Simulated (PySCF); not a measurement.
All values below come from PySCF with PBE0-D3(BJ)/def2-TZVP // PBE0-D3(BJ)/def2-SVP. Isolated molecules, 0 K electronic values unless said otherwise. Excitations are Tamm–Dancoff values on a coarser integration grid. The basis has no diffuse functions, so Rydberg states are missing or too high.

Reference species (SMILES): `[Cl][Sn]([CH2]C)([Cl])[Cl]` (neutral, multiplicity 1).

| Item | Value |
|---|---|
| LUMO | -2.20 eV |
| S1 oscillator strength | 0.000 |
| brightest of the four lowest singlets (TDA) | 5.69 eV |
| S1 excitation (TDA) | 5.55 eV |

Changed species: `[Sn]([Cl])([Cl])([Cl])[Cl]` (0 of 4 Cl replaced by C2H5; the reference has 1 of 4 Cl replaced by C2H5).

Give the shifts of the LUMO, S1 oscillator strength, brightest of the four lowest singlets (TDA) and S1 excitation (TDA).

the LUMO falls by 1.30 eV, to -3.50 eV; the S1 oscillator strength stays essentially unchanged; the brightest of the four lowest singlets (TDA) drops by 0.31 eV, to 5.38 eV; the S1 excitation (TDA) falls by 0.63 eV, to 4.92 eV.
